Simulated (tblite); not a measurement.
Record of a relaxation.

Species: C₃H₁₀OSSi₃.
Numbering: `[CH3:1][C:2](=[O:3])[SiH2:4][C@H:5]1[SiH2:6][SiH2:7][S:8]1` (hydrogens: H9, H10, H11 on C1; H12, H13 on Si4; H14 on C5; H15, H16 on Si6; H17, H18 on Si7)

Computed with GFN2-xTB (tblite), gas phase: L-BFGS steps from a force-field or distance-geometry start until the largest atomic force falls under 0.01 eV/Å. 11 of its 148 geometries are shown.

Step 0: E = -652.0957 eV, largest atomic force 3.234 eV/Å
```
atom  x, y, z in Å  |  force x, y, z in eV/Å
C1      3.414    0.234   -0.289   -0.491   0.077  -1.245
C2      2.043   -0.279    0.073    1.858  -1.491   2.187
O3      1.979   -1.087    1.000   -0.542   0.588  -0.784
Si4     0.545    0.285   -0.837   -0.680   0.856  -1.003
C5     -0.863   -0.943   -0.727    0.898  -0.813   0.128
Si6    -2.000   -0.476    0.674   -0.167  -0.049   2.527
Si7    -3.172    0.622   -0.873   -1.048   0.435  -0.210
S8     -1.969   -0.638   -2.127   -0.268   0.039  -1.239
H9      3.392    1.321   -0.125    0.364  -0.410  -0.005
H10     3.497    0.053   -1.388    0.252   0.278   0.721
H11     4.208   -0.306    0.243   -0.353   0.461  -0.088
H12     0.901    0.537   -2.233    0.074   0.015  -0.078
H13     0.055    1.548   -0.252    0.160   0.045  -0.036
H14    -0.492   -1.977   -0.739   -0.243   0.211  -0.140
H15    -1.359    0.419    1.677   -0.075  -0.426  -0.094
H16    -2.693   -1.600    1.319    0.220   0.008  -0.043
H17    -2.909    2.057   -0.968   -0.120  -0.046  -0.322
H18    -4.584    0.236   -0.970    0.161   0.222  -0.276
```

Step 15: E = -652.5863 eV, largest atomic force 0.136 eV/Å
```
atom  x, y, z in Å  |  force x, y, z in eV/Å
C1      3.418    0.216   -0.310    0.020  -0.020   0.046
C2      2.080   -0.323    0.105   -0.051  -0.059   0.004
O3      1.931   -1.086    1.033    0.064   0.030  -0.005
Si4     0.578    0.308   -0.903   -0.107   0.035  -0.077
C5     -0.873   -0.893   -0.692   -0.055   0.067  -0.023
Si6    -2.016   -0.486    0.819    0.075  -0.014   0.009
Si7    -3.276    0.601   -0.801   -0.039   0.014  -0.105
S8     -2.010   -0.553   -2.135    0.044  -0.022   0.081
H9      3.409    1.290   -0.122    0.047  -0.052  -0.039
H10     3.549    0.061   -1.379    0.026   0.025   0.058
H11     4.232   -0.251    0.243   -0.020   0.033  -0.003
H12     0.966    0.537   -2.296    0.016  -0.067   0.025
H13     0.165    1.597   -0.317    0.057   0.012  -0.038
H14    -0.567   -1.937   -0.771   -0.005   0.054   0.013
H15    -1.312    0.284    1.849   -0.033  -0.031  -0.010
H16    -2.605   -1.689    1.416    0.027  -0.006  -0.036
H17    -3.015    2.006   -1.126   -0.051   0.023   0.077
H18    -4.664    0.322   -1.154   -0.013  -0.022   0.022
```

Step 29: E = -652.6220 eV, largest atomic force 0.150 eV/Å
```
atom  x, y, z in Å  |  force x, y, z in eV/Å
C1      3.451    0.203   -0.276   -0.081  -0.009  -0.013
C2      2.087   -0.307    0.106    0.015  -0.071  -0.099
O3      1.911   -1.073    1.026    0.008   0.000   0.074
Si4     0.618    0.332   -0.960    0.038  -0.053   0.031
C5     -0.883   -0.792   -0.691    0.059  -0.041   0.011
Si6    -2.035   -0.472    0.825   -0.047  -0.005  -0.043
Si7    -3.368    0.578   -0.775   -0.009   0.006   0.150
S8     -2.036   -0.471   -2.117    0.057   0.018  -0.117
H9      3.451    1.281   -0.132    0.044   0.025  -0.020
H10     3.621    0.006   -1.333   -0.003   0.018   0.029
H11     4.242   -0.250    0.317   -0.024  -0.012   0.050
H12     1.036    0.350   -2.361    0.004   0.016  -0.009
H13     0.331    1.694   -0.492   -0.047   0.035  -0.041
H14    -0.585   -1.839   -0.758    0.011   0.017  -0.059
H15    -1.363    0.262    1.897   -0.020   0.000   0.011
H16    -2.550   -1.759    1.313    0.023   0.061   0.039
H17    -3.200    2.019   -0.976   -0.007   0.038  -0.014
H18    -4.735    0.245   -1.155   -0.021  -0.043   0.020
```

Step 44: E = -652.6471 eV, largest atomic force 0.123 eV/Å
```
atom  x, y, z in Å  |  force x, y, z in eV/Å
C1      3.468    0.184   -0.232   -0.008  -0.040   0.008
C2      2.086   -0.304    0.110   -0.004   0.017   0.016
O3      1.877   -1.039    1.048   -0.033   0.011   0.001
Si4     0.661    0.321   -1.022    0.019   0.000   0.002
C5     -0.881   -0.738   -0.740    0.033  -0.017   0.051
Si6    -2.014   -0.478    0.812    0.038  -0.016  -0.018
Si7    -3.412    0.574   -0.715    0.008  -0.016  -0.015
S8     -2.008   -0.269   -2.148   -0.108   0.047   0.036
H9      3.480    1.269   -0.137    0.017  -0.044  -0.035
H10     3.696   -0.071   -1.264   -0.042   0.053  -0.019
H11     4.218   -0.257    0.419    0.004   0.023   0.072
H12     1.117    0.229   -2.410    0.012  -0.006  -0.003
H13     0.381    1.729   -0.703    0.002  -0.037   0.029
H14    -0.628   -1.790   -0.885   -0.019   0.000  -0.001
H15    -1.413    0.281    1.910    0.061   0.001  -0.062
H16    -2.486   -1.767    1.335    0.048   0.030  -0.037
H17    -3.402    2.030   -0.861   -0.008   0.004  -0.006
H18    -4.749    0.104   -1.059   -0.020  -0.012  -0.016
```

Step 59: E = -652.6856 eV, largest atomic force 0.141 eV/Å
```
atom  x, y, z in Å  |  force x, y, z in eV/Å
C1      3.451    0.134   -0.118    0.075   0.001  -0.011
C2      2.035   -0.284    0.148   -0.035  -0.035   0.078
O3      1.729   -0.908    1.140   -0.102  -0.020   0.014
Si4     0.726    0.269   -1.147   -0.013   0.076  -0.058
C5     -0.905   -0.647   -0.893   -0.111   0.065  -0.058
Si6    -1.890   -0.436    0.762    0.078  -0.024  -0.038
Si7    -3.502    0.550   -0.597   -0.035  -0.009   0.011
S8     -2.081    0.068   -2.165    0.077  -0.055   0.036
H9      3.497    1.219   -0.144   -0.021   0.037   0.008
H10     3.751   -0.228   -1.096    0.025  -0.031  -0.050
H11     4.133   -0.244    0.643   -0.039   0.007  -0.005
H12     1.283    0.041   -2.485   -0.020   0.026   0.028
H13     0.479    1.699   -0.918    0.057   0.004  -0.023
H14    -0.796   -1.698   -1.160    0.021  -0.029   0.014
H15    -1.167    0.378    1.742   -0.036  -0.029  -0.029
H16    -2.209   -1.761    1.304    0.011   0.038   0.042
H17    -3.780    1.986   -0.660    0.046  -0.024   0.030
H18    -4.763   -0.131   -0.899    0.023   0.000   0.011
```

Step 74: E = -652.7200 eV, largest atomic force 0.168 eV/Å
```
atom  x, y, z in Å  |  force x, y, z in eV/Å
C1      3.357    0.057    0.003   -0.110  -0.012   0.008
C2      1.891   -0.254    0.147   -0.004   0.027  -0.054
O3      1.423   -0.781    1.133   -0.011  -0.017  -0.039
Si4     0.768    0.315   -1.318    0.139  -0.004   0.087
C5     -0.900   -0.530   -1.045    0.051   0.043  -0.071
Si6    -1.723   -0.426    0.705    0.057   0.028   0.035
Si7    -3.530    0.448   -0.473    0.063  -0.004   0.033
S8     -2.167    0.266   -2.158   -0.021  -0.008  -0.013
H9      3.450    1.135   -0.135    0.052  -0.081  -0.024
H10     3.716   -0.432   -0.903    0.048   0.070   0.145
H11     3.940   -0.254    0.871   -0.083  -0.024  -0.116
H12     1.415   -0.047   -2.584   -0.048   0.012   0.038
H13     0.710    1.774   -1.184   -0.090   0.007  -0.043
H14    -0.821   -1.559   -1.400   -0.040  -0.055   0.078
H15    -1.000    0.505    1.568   -0.038   0.027   0.022
H16    -1.891   -1.721    1.364    0.062  -0.027  -0.058
H17    -3.919    1.855   -0.373   -0.031  -0.030  -0.017
H18    -4.727   -0.345   -0.759    0.005   0.047  -0.009
```

Step 88: E = -652.7889 eV, largest atomic force 0.057 eV/Å
```
atom  x, y, z in Å  |  force x, y, z in eV/Å
C1      3.205   -0.033    0.137   -0.013  -0.001  -0.006
C2      1.718   -0.194    0.072    0.008  -0.029   0.037
O3      1.086   -0.696    0.982    0.023   0.029  -0.038
Si4     0.794    0.404   -1.511    0.015  -0.004   0.008
C5     -0.864   -0.419   -1.182    0.036   0.002   0.000
Si6    -1.463   -0.376    0.664   -0.010   0.000  -0.018
Si7    -3.461    0.340   -0.318    0.006   0.000   0.016
S8     -2.246    0.380   -2.127   -0.025  -0.025   0.018
H9      3.458    1.000   -0.090    0.001  -0.015   0.010
H10     3.645   -0.656   -0.639    0.016   0.006   0.027
H11     3.603   -0.315    1.110    0.004  -0.015  -0.016
H12     1.534   -0.087   -2.674    0.000   0.021  -0.023
H13     0.753    1.866   -1.475   -0.001  -0.009  -0.005
H14    -0.821   -1.456   -1.529   -0.036   0.044  -0.007
H15    -0.924    0.730    1.455   -0.004   0.013   0.025
H16    -1.412   -1.680    1.315   -0.017   0.020  -0.013
H17    -3.991    1.690   -0.117    0.015   0.005  -0.029
H18    -4.624   -0.494   -0.616   -0.018  -0.041   0.013
```

Step 103: E = -652.7927 eV, largest atomic force 0.030 eV/Å
```
atom  x, y, z in Å  |  force x, y, z in eV/Å
C1      3.210   -0.046    0.141    0.002  -0.006   0.002
C2      1.722   -0.196    0.058    0.005   0.001   0.021
O3      1.081   -0.682    0.970    0.000  -0.001  -0.010
Si4     0.800    0.410   -1.524   -0.003  -0.019  -0.001
C5     -0.865   -0.398   -1.185   -0.001  -0.018   0.020
Si6    -1.458   -0.358    0.665   -0.002   0.019  -0.017
Si7    -3.466    0.330   -0.312   -0.003   0.013  -0.002
S8     -2.263    0.374   -2.128    0.005  -0.005   0.014
H9      3.472    0.988   -0.072   -0.005  -0.013   0.001
H10     3.665   -0.665   -0.631   -0.013   0.010   0.019
H11     3.589   -0.336    1.119    0.007  -0.010  -0.025
H12     1.533   -0.068   -2.696   -0.002   0.001  -0.008
H13     0.769    1.871   -1.479   -0.003   0.030   0.002
H14    -0.831   -1.438   -1.522    0.019   0.004  -0.012
H15    -0.930    0.740    1.476    0.001  -0.003  -0.005
H16    -1.420   -1.669    1.303    0.004   0.006   0.001
H17    -4.000    1.683   -0.147   -0.018  -0.011  -0.007
H18    -4.618   -0.533   -0.578    0.008   0.001   0.006
```

Step 118: E = -652.7945 eV, largest atomic force 0.029 eV/Å
```
atom  x, y, z in Å  |  force x, y, z in eV/Å
C1      3.208   -0.063    0.138    0.001   0.001  -0.004
C2      1.720   -0.198    0.058   -0.011   0.004  -0.004
O3      1.075   -0.688    0.966   -0.004   0.000   0.003
Si4     0.797    0.429   -1.517    0.005  -0.005  -0.015
C5     -0.859   -0.398   -1.181    0.007   0.002  -0.003
Si6    -1.453   -0.337    0.667   -0.012   0.006   0.000
Si7    -3.462    0.336   -0.316   -0.013  -0.026  -0.003
S8     -2.266    0.340   -2.137    0.007   0.009   0.009
H9      3.477    0.973   -0.054    0.006   0.010  -0.003
H10     3.653   -0.668   -0.649    0.009  -0.009  -0.008
H11     3.591   -0.377    1.107    0.006  -0.015   0.001
H12     1.518   -0.029   -2.706    0.008   0.005   0.018
H13     0.761    1.890   -1.452   -0.004   0.012   0.004
H14    -0.800   -1.439   -1.509   -0.007  -0.012   0.008
H15    -0.915    0.762    1.470   -0.001   0.002  -0.005
H16    -1.426   -1.643    1.315    0.004   0.007   0.004
H17    -4.033    1.678   -0.200    0.001   0.006   0.000
H18    -4.595   -0.562   -0.544   -0.001   0.002  -0.002
```

Step 132: E = -652.7962 eV, largest atomic force 0.019 eV/Å
```
atom  x, y, z in Å  |  force x, y, z in eV/Å
C1      3.212   -0.092    0.124   -0.005  -0.001   0.004
C2      1.720   -0.197    0.061    0.002   0.011  -0.005
O3      1.076   -0.679    0.973    0.003   0.011   0.005
Si4     0.796    0.453   -1.503   -0.006   0.005   0.011
C5     -0.852   -0.393   -1.171   -0.004  -0.012   0.001
Si6    -1.458   -0.310    0.672    0.010  -0.011   0.008
Si7    -3.471    0.317   -0.330   -0.005   0.008   0.001
S8     -2.264    0.314   -2.143    0.001  -0.007  -0.008
H9      3.494    0.947   -0.035    0.007  -0.002  -0.007
H10     3.636   -0.675   -0.691    0.001   0.003   0.000
H11     3.604   -0.445    1.075    0.004  -0.012   0.004
H12     1.539    0.026   -2.690   -0.009  -0.004  -0.004
H13     0.733    1.911   -1.417    0.009   0.004   0.005
H14    -0.777   -1.439   -1.480   -0.012  -0.006  -0.013
H15    -0.919    0.810    1.442   -0.004   0.006   0.014
H16    -1.425   -1.601    1.351    0.005   0.015  -0.005
H17    -4.059    1.655   -0.240    0.002  -0.001   0.005
H18    -4.596   -0.597   -0.539    0.004  -0.007  -0.014
```

Step 147: E = -652.7975 eV, largest atomic force 0.009 eV/Å
```
atom  x, y, z in Å  |  force x, y, z in eV/Å
C1      3.220   -0.123    0.112   -0.001   0.004  -0.003
C2      1.725   -0.178    0.068    0.001  -0.006  -0.006
O3      1.077   -0.626    0.995    0.000   0.002   0.001
Si4     0.795    0.473   -1.493    0.000  -0.004   0.007
C5     -0.847   -0.384   -1.161    0.004  -0.001   0.002
Si6    -1.460   -0.289    0.679   -0.003   0.004  -0.006
Si7    -3.480    0.294   -0.342    0.000   0.000   0.006
S8     -2.259    0.303   -2.146   -0.001   0.002  -0.001
H9      3.531    0.912   -0.015    0.003   0.004  -0.004
H10     3.618   -0.689   -0.728   -0.006  -0.002   0.001
H11     3.614   -0.518    1.046   -0.004  -0.002  -0.001
H12     1.525    0.058   -2.691    0.001  -0.001   0.009
H13     0.728    1.931   -1.392    0.002   0.003  -0.002
H14    -0.764   -1.432   -1.462   -0.002   0.003   0.002
H15    -0.950    0.853    1.438    0.000  -0.002   0.000
H16    -1.404   -1.567    1.378   -0.002  -0.001  -0.001
H17    -4.087    1.623   -0.255    0.000   0.000  -0.001
H18    -4.589   -0.636   -0.570    0.008  -0.004  -0.001
```

Question: Summarise the path.

Answer: The energy falls by 16.18 kcal/mol from step 0 to step 147; nine tenths of that is first reached at step 76. It falls at every step. The largest force goes from 3.234 to 0.009 eV/Å. Among the bonds Si6–Si7 changes most, from 2.230 to 2.337 Å; the atoms move by 0.919 Å rms after alignment.

Question: Follow the three bonds and two angles with the largest change from start to end.

Answer: 
| step | E above end (kcal/mol) | largest force (eV/Å) | Si6–Si7 (Å) | C2–Si4 (Å) | C5–Si6 (Å) | C2–Si4–C5 (°) | S8–Si7–H17 (°) |
| --- | --- | --- | --- | --- | --- | --- | --- |
| 0 | 16.18 | 3.234 | 2.230 | 1.841 | 1.864 | 112.4 | 115.9 |
| 6 | 7.22 | 0.393 | 2.295 | 1.919 | 1.938 | 108.3 | 111.6 |
| 13 | 4.99 | 0.126 | 2.324 | 1.916 | 1.931 | 109.4 | 105.5 |
| 19 | 4.64 | 0.096 | 2.337 | 1.923 | 1.932 | 109.3 | 106.8 |
| 26 | 4.30 | 0.135 | 2.329 | 1.920 | 1.939 | 109.8 | 109.1 |
| 32 | 3.94 | 0.088 | 2.323 | 1.922 | 1.930 | 109.0 | 107.9 |
| 38 | 3.68 | 0.123 | 2.325 | 1.924 | 1.932 | 109.0 | 107.7 |
| 45 | 3.43 | 0.090 | 2.323 | 1.926 | 1.938 | 109.5 | 108.5 |
| 51 | 3.11 | 0.138 | 2.320 | 1.920 | 1.936 | 110.3 | 108.5 |
| 58 | 2.63 | 0.137 | 2.332 | 1.922 | 1.935 | 111.1 | 107.8 |
| 64 | 2.38 | 0.102 | 2.327 | 1.931 | 1.928 | 110.5 | 108.3 |
| 70 | 2.06 | 0.101 | 2.327 | 1.926 | 1.939 | 108.4 | 108.6 |
| 77 | 1.46 | 0.263 | 2.325 | 1.915 | 1.946 | 102.7 | 106.5 |
| 83 | 0.44 | 0.158 | 2.343 | 1.932 | 1.938 | 98.1 | 106.5 |
| 89 | 0.19 | 0.052 | 2.339 | 1.928 | 1.940 | 98.2 | 107.3 |
| 96 | 0.14 | 0.035 | 2.336 | 1.930 | 1.942 | 98.3 | 106.5 |
| 102 | 0.12 | 0.031 | 2.335 | 1.929 | 1.943 | 98.1 | 106.0 |
| 109 | 0.09 | 0.023 | 2.335 | 1.929 | 1.942 | 97.8 | 106.1 |
| 115 | 0.07 | 0.026 | 2.336 | 1.930 | 1.942 | 97.7 | 106.2 |
| 121 | 0.06 | 0.023 | 2.336 | 1.930 | 1.942 | 97.4 | 105.8 |
| 128 | 0.04 | 0.030 | 2.337 | 1.930 | 1.942 | 97.3 | 106.0 |
| 134 | 0.03 | 0.023 | 2.336 | 1.929 | 1.942 | 97.2 | 106.0 |
| 141 | 0.01 | 0.015 | 2.336 | 1.930 | 1.943 | 97.2 | 106.2 |
| 147 | 0.00 | 0.009 | 2.337 | 1.930 | 1.943 | 97.1 | 106.2 |

The cost below is that of the whole relaxation. Time: 2.8 s wall. Hardware: one thread, Arm Neoverse N1 (aarch64), no GPU, shared host with 64 logical CPUs at a one-minute load of 60.
